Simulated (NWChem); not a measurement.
System: C$_{3}$H$_{2}$BrF; SMILES FC=C=CBr

The following NWChem deck was run.

```
start job
memory heap 200 mb stack 900 mb global 1100 mb
geometry units angstroms noautosym nocenter noautoz
  F      0.569091    -3.245556    -0.283975
  C     -0.144725    -2.394152     0.478709
  C     -0.507957    -1.206386     0.069066
  C     -0.888822    -0.020297    -0.296268
  Br     0.171269     1.565054     0.002461
  H     -0.382483    -2.808844     1.454303
  H     -1.819982     0.212104    -0.800953
end
basis spherical
  F library 6-31g*
  C library 6-31g*
  Br library 6-31g*
  H library 6-31g*
end
dft
  xc hfexch
  iterations 150
end
property
  shielding
end
task dft property
```

Coordinates come from a B3LYP/6-31G* (spherical d) optimisation.

GIAO values for the isolated, static molecule; σ is the absolute isotropic shielding, δ = σ(reference) − σ with the isolated reference molecule computed at the same levels (13C: tetramethylsilane, 19F: trichlorofluoromethane, 1H: tetramethylsilane). Spin-orbit effects, on the heavy nuclei and on their neighbours, are missing.

Atoms are numbered as in the input.

**Question.** Give the results of this calculation. (Hartree-Fock/6-31G* (spherical d), GIAO.) Quantities: δ F1 (ppm); δ C2 (ppm); δ C3 (ppm); δ C4 (ppm); σ Br5 (ppm); δ H6 (ppm); δ H7 (ppm).

**Answer.** 
| Property | Value |
|---|---|
| δ F1 (ppm) | -132.2 |
| δ C2 (ppm) | 128.6 |
| δ C3 (ppm) | 195.3 |
| δ C4 (ppm) | 94.5 |
| σ Br5 (ppm) | 2301.3 |
| δ H6 (ppm) | 7.34 |
| δ H7 (ppm) | 6.23 |
